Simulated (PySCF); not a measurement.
## How methods differ on the ionisation energy of Au⁺

Au⁺ [Xe] 4f14 5d10 (1S) → Au²⁺ [Xe] 4f14 5d9 (2D), as a difference of total energies. Computed with PySCF 2.14 in aug-cc-pVDZ-PP with ECP60MDF, with a scalar-relativistic core potential. Correlated levels: valence: 5s2 5p6 frozen. The calculations carry no spin-orbit coupling.

| method | ionisation energy (eV) | difference from reference (eV) |
| --- | --- | --- |
| UHF | 18.991 | -1.212 |
| MP2 (valence) | 20.755 | +0.552 |
| SCS-MP2 (valence) | 20.596 | +0.393 |
| CCSD (valence) | 20.454 | +0.251 |
| CCSD(T) (valence) | 20.520 | +0.317 |

Reference: 20.203 ± 0.025 eV (measured; NIST Atomic Spectra Database, ionization energies).

The reference lies between the lowest fine-structure levels, while these numbers refer to the centres of the terms.

Errors of the correlated levels include the incompleteness of this basis and the frozen core.
